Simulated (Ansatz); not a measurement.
Frontier orbitals of C₃H₇Al, SMILES `C1[CH2][AlH][CH2]1`.

Charge 0, multiplicity 1. The geometry is a stationary point of PBE0-D4/def2-TZVP. Basis def2-TZVPP, Ansatz 0.2.0.

Orbital energies of one run (eV). Highest occupied ones, from the top: -9.71, -9.94, -11.89, -12.24, -13.21, -13.55, -15.59, -15.76, -19.05, -21.43, -25.06, -74.30, -74.32, -74.61. Empty: 0.94, 2.49, 2.62, 3.91, 4.08, 4.49.

**Question.** Which functional gave them?
A. ωB97X-V
B. BLYP
C. HSE06 (plane-wave form)
D. LC-ωPBE

**Answer.** D. HOMO energies: LC-ωPBE -9.71, ωB97X-V -9.35, BLYP -5.75, HSE06 -6.63 eV.

LC-ωPBE has ω = 0.4 bohr⁻¹.
